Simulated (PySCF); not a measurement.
Structure problem from calculated spectra and properties.

Formula: C5H6Cl2Si.

| Property | Result |
| --- | --- |
| UV, first state | lowest singlet excitation: 4.31 eV (288 nm, f = 0.126) [TDDFT CAM-B3LYP/def2-SVPD] |
| 13C NMR | chemical shifts (computed TMS as zero) by class: 155.9 (1 C), 154.7 (1 C), 146.4 (1 C), 140.4 (1 C), 87.0 (1 C) ppm [GIAO PBE0/pcSseg-1] |
| Triplet | lowest triplet excitation (Tamm–Dancoff): 2.58 eV [TDA CAM-B3LYP/def2-SVPD] |
| Rotational structure | rotational constants A, B, C: 1.946, 0.791, 0.744 GHz [GFN2-xTB] |
| Polarisability | 109.4 au [CAM-B3LYP/def2-SVPD] |
| NMR, other nuclei | isotropic shieldings of nuclei other than C and H, by class: 398 (1 Si), 600 (2 Cl) ppm [GIAO PBE0/pcSseg-1] |

The electronic properties come from PySCF, for the isolated species, density fitting. Levels stand in brackets. Isolated species at its GFN2-xTB geometry (one conformer only). NMR values are class means; diastereotopic atoms form classes of their own.

Problem. Give a SMILES that accounts for the data.

Solution. Numbering: `[Cl:1][CH:2]([Cl:3])[C:4]1=[CH:5][CH:6]=[CH:7][SiH2:8]1`. Its formula, C5H6Cl2Si, gives 3 degrees of unsaturation: 1 ring and 2 π bonds in the structure found. 5 carbons fall into 5 classes; from least to most shielded: fully substituted alkene carbon [C4] (155.9 ppm), alkene CH carbon [C6] (154.7 ppm), alkene CH carbon [C5] (146.4 ppm), alkene CH carbon [C7] (140.4 ppm), CHCl2 carbon [C2] (87.0 ppm). The other shieldings belong to: 398 ppm, SiH2 silicon [Si8]; 600 ppm, alkyl chlorine [Cl1/Cl3]. S1 is mainly HOMO→LUMO (weight 0.97); the largest Löwdin shares of the orbital it empties are 0.24 on an alkene CH carbon, 0.23 on the fully substituted alkene carbon, 0.17 on an alkene CH carbon and 0.16 on an alkene CH carbon, of the orbital it fills 0.19 on an alkene CH carbon, 0.18 on an alkene CH carbon, 0.17 on the fully substituted alkene carbon and 0.17 on an alkene CH carbon. The optimised geometry has point group Cs and is an asymmetric top. Structure: `ClC(Cl)C1=CC=C[SiH2]1`. Computed isomers that give other values at the same levels: `ClC(Cl)C1=C[SiH2]C=C1` (13C chemical shifts (computed TMS as zero) by class: 165.7 (1 C), 156.7 (1 C), 136.3 (1 C), 129.4 (1 C), 85.2 (1 C) ppm). The assignments are read from this structure; whether some other isomer fits the data as well wasn't checked. NMR values of atoms bound to several Cl lack the spin–orbit term that these neighbours bring.

Conformer computed: `[Cl:1][CH:2]([Cl:3])[C:4]1=[CH:5][CH:6]=[CH:7][SiH2:8]1`: Cl1–C2–C4–C5 120°.
